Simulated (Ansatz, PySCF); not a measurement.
2-bromopropane (C₃H₇Br), SMILES CC(C)Br. Atoms are numbered in the order given.

```xyz
11

C      1.5493     0.1287    -1.2727
C      0.9201    -0.4097     0.0000
C      1.5493     0.1287     1.2727
Br    -1.0302     0.0178     0.0000
H      1.4818     1.2268    -1.3110
H      2.6165    -0.1518    -1.2990
H      1.0625    -0.2804    -2.1692
H      0.9290    -1.5081     0.0000
H      1.4818     1.2268     1.3110
H      2.6165    -0.1518     1.2990
H      1.0625    -0.2804     2.1692
```
Charge 0, spin multiplicity 1.

Geometry optimised at B3LYP-D3(BJ)/def2-SVP.

Two levels are set side by side: PBE-D3(BJ)/def2-SVP (Ansatz, an electronic-structure program) and B3LYP-D3(BJ)/def2-SVP (Ansatz). Each level has its own optimised geometry; the coordinates shown are those of the second. Frequencies come from the Hessian of PySCF at each geometry. Differences are taken from unrounded values.

| quantity | B3LYP-D3(BJ) |
|---|---|
| mean bond length (Å) | 1.274 |
| bond C1–C2 (Å) | 1.518 |
| bond C2–C3 (Å) | 1.518 |
| bond C2–Br4 (Å) | 1.997 |
| bond C1–H5 (Å) | 1.101 |
| bond C1–H6 (Å) | 1.104 |
| bond C1–H7 (Å) | 1.099 |
| bond C2–H8 (Å) | 1.099 |
| bond C3–H9 (Å) | 1.101 |
| bond C3–H10 (Å) | 1.104 |
| bond C3–H11 (Å) | 1.099 |
| highest harmonic wavenumber (cm⁻¹) | 3141 |
| mean harmonic wavenumber (cm⁻¹) | 1522 |
| zero-point energy (kcal/mol) | 58.76 |

Task: What does PBE-D3(BJ) give, and how far is it from B3LYP-D3(BJ)? (The exact figures need the calculation; the answer reports its results.)

Result: 
| quantity | PBE-D3(BJ) | PBE-D3(BJ) minus B3LYP-D3(BJ) |
|---|---|---|
| mean bond length (Å) | 1.280 | 0.006 |
| bond C1–C2 (Å) | 1.520 | 0.002 |
| bond C2–C3 (Å) | 1.520 | 0.002 |
| bond C2–Br4 (Å) | 1.996 | -0.001 |
| bond C1–H5 (Å) | 1.109 | 0.008 |
| bond C1–H6 (Å) | 1.111 | 0.008 |
| bond C1–H7 (Å) | 1.107 | 0.008 |
| bond C2–H8 (Å) | 1.108 | 0.009 |
| bond C3–H9 (Å) | 1.109 | 0.008 |
| bond C3–H10 (Å) | 1.111 | 0.008 |
| bond C3–H11 (Å) | 1.107 | 0.008 |
| highest harmonic wavenumber (cm⁻¹) | 3086 | -55 |
| mean harmonic wavenumber (cm⁻¹) | 1483 | -39 |
| zero-point energy (kcal/mol) | 57.25 | -1.52 |

GGA bonds tend to be longer and softer than those of functionals with exact exchange. Differences between two approximate levels are no errors against the true value.
